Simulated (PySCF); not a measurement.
## Computed properties of aminosilylimino(oxo)methane (CH₄N₂OSi), SMILES N[SiH2]N=C=O

CH4N2OSi, SMILES N[SiH2]N=C=O. Coordinates come from a PBE0-D3(BJ)/def2-SVP optimisation. Other conformers were not sampled. All values are computed for the isolated molecule unless a solvent is named; none is compared with measurement here.

**Structure.** The optimised structure has Cs symmetry. All 21 harmonic modes at PBE0-D3(BJ)/def2-SVP (PySCF) are real, so it is a minimum. With heavy atoms numbered as in [NH2:1][SiH2:2][N:3]=[C:4]=[O:5], the shortest bond between them is C4–O5 at 1.170 Å and the longest Si2–N3 at 1.736 Å.

**Vibrations.** The strongest infrared lines (harmonic, unscaled, degenerate partners summed) lie at 2485 cm⁻¹ (1504 km/mol, C 69 %, N 19 %, O 11 %), 927 cm⁻¹ (309 km/mol, H 92 %), 936 cm⁻¹ (223 km/mol, H 69 %, Si 22 %, N 8 %). The softest mode is at 53 cm⁻¹ and the zero-point energy is 36.2 kcal/mol.

**Electronic structure.** ωB97X/def2-TZVP (PySCF) places the frontier levels at -10.49 and 2.17 eV, a gap of 12.66 eV, and gives a dipole moment of 2.58 D and a mean polarisability of 52.0 bohr³. PBE/def2-TZVP (PySCF) at the same geometry gives -6.58 and -0.75 eV, so its gap is 6.83 eV narrower. An orbital gap is neither the optical nor the fundamental gap.

**Excitations.** TDA-CAM-B3LYP/def2-SVPD (PySCF) has S1 at 6.84 eV (181 nm, f = 0.071, bright); the most intense of the 10 singlets computed lies at 6.84 eV (f = 0.07). T1 (TDA) is at 6.35 eV, 0.49 eV under S1. TDA-PBE/def2-SVPD (PySCF) puts S1 at 5.99 eV. No vertical singlet excitation falls in the visible range (under 3.1 eV).

**NMR.** GIAO shifts at PBE0/pcSseg-1 (PySCF) (non-relativistic, atoms alike by connectivity averaged): ¹³C at 127.1 ppm against TMS; ¹H from 1.3 to 5.0 ppm against TMS; ²⁹Si at -59.1 ppm against TMS.
